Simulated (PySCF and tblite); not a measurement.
C₆H₈FNS, numbered as in [CH3:1][S:2][c:3]1[cH:4][c:5]([CH2:6][F:7])[cH:8][nH:9]1.

Level: PBE0-D3(BJ)/pcSseg-1//GFN2-xTB, thermal terms from GFN2-xTB, symmetry numbers and mirror pairs counted. Conformers within 2.5 kcal/mol (GFN2-xTB free energy) were kept, 4 at most. GIAO shieldings: PBE0/pcSseg-1. Shifts are against TMS (¹H), TMS (¹³C), CFCl3 (¹⁹F), NH3 (¹⁵N) at the same level. Codes: tblite and PySCF.

Torsions listed: C1–S2–C3–N9, C4–C5–C6–F7. Of a mirror pair one member is shown.

```csv
conformer,shape,symmetry,E(GFN2) kcal/mol,E(DFT) kcal/mol
1,"170°, 90°",C1 (pair),0.00,0.00
2,"180°, 180°",Cs,0.10,0.53
```

Task: How much do the weights at 298.15 K and the averaged shift of F7 depend on how the conformers are weighted?

Result: 
```csv
weighting,1 (%),2 (%),δ (ppm),rms dipole (D)
"DFT energy with thermal terms, symmetry and mirror images (full scheme)",73,27,-228.3,2.18
DFT energy with symmetry and mirror images,83,17,-222.9,2.18
bare DFT energy,71,29,-229.3,2.18
GFN2-xTB energy with symmetry and mirror images,70,30,-229.5,2.18
GFN2-xTB free energy,56,44,-236.9,2.17
leading conformer alone,100,0,-213.8,2.19
equal weights,50,50,-240.3,2.17
"full scheme, search stopped after three starts",100,0,-213.8,2.19
```

The largest departure from the full scheme, 14.5 ppm, comes with: leading conformer alone.

The minima are those of GFN2-xTB; planar forms about aryl–S or allylic bonds may be saddles in DFT. Unscaled ¹⁹F shifts at such levels can be off by tens of ppm; differences between conformers or isomers are more reliable.


¹⁵N shifts are against a computed isolated NH3 molecule, about 20 ppm from the liquid.